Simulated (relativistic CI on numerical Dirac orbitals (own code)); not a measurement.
**Ni⁺ (3d9) in a crystal field**

Calculated by Dirac-Coulomb-Breit CI, separate exchange-only KLI orbitals for each configuration, QED by a radiative potential, valence Slater integrals scaled by 0.8, one configuration in a parametric crystal field (own radial code).

Field parameters in Wybourne normalisation: D4h B²₀ = −7Ds, B⁴₀ = 21(Dq − Dt), B⁴₄ = 21√(5/14) Dq. The field is a parameter set, without covalency.

S is read from ⟨S²⟩ = S(S + 1).

Powder χT (cm³ K mol⁻¹) by Van Vleck's formula, with temperature-independent terms:

| Field | 2 K | 5 K | 10 K | 20 K | 50 K | 100 K | 200 K | 300 K |
| --- | --- | --- | --- | --- | --- | --- | --- | --- |
| D4h, 10Dq = 8300, Ds = -1500, Dt = 90 cm⁻¹ | 0.472 | 0.472 | 0.473 | 0.474 | 0.477 | 0.483 | 0.495 | 0.507 |
| D4h, 10Dq = 8300, Ds = 3000, Dt = 90 cm⁻¹ | 0.464 | 0.464 | 0.465 | 0.466 | 0.469 | 0.474 | 0.484 | 0.494 |
| D4h, 10Dq = 8300, Ds = 2590, Dt = 90 cm⁻¹ | 0.465 | 0.465 | 0.466 | 0.467 | 0.47 | 0.475 | 0.486 | 0.496 |
| D4h, 10Dq = 8300, Ds = 2180, Dt = 90 cm⁻¹ | 0.466 | 0.467 | 0.467 | 0.468 | 0.471 | 0.477 | 0.487 | 0.498 |
| D4h, 10Dq = 8300, Ds = 1770, Dt = 90 cm⁻¹ | 0.468 | 0.468 | 0.469 | 0.47 | 0.473 | 0.479 | 0.489 | 0.5 |
| D4h, 10Dq = 8300, Ds = 1360, Dt = 90 cm⁻¹ | 0.47 | 0.47 | 0.471 | 0.472 | 0.475 | 0.481 | 0.492 | 0.503 |
| D4h, 10Dq = 8300, Ds = 950, Dt = 90 cm⁻¹ | 0.472 | 0.472 | 0.473 | 0.474 | 0.478 | 0.483 | 0.495 | 0.507 |
| D4h, 10Dq = 8300, Ds = 550, Dt = 90 cm⁻¹ | 0.475 | 0.475 | 0.476 | 0.477 | 0.481 | 0.487 | 0.499 | 0.511 |

Question: For D4h, 10Dq = 8300, Ds = 3000, Dt = 90 cm⁻¹: what effective moment follows at 300 K?

Answer: μ_eff = √(8χT) = 1.99 μB. The ground level has S = 0.50; the spin-only moment for S = 1/2 is 1.73 μB. The difference comes from the orbital moment, spin-orbit mixing of terms and temperature-independent paramagnetism, all larger in this ionic model than in covalent complexes.
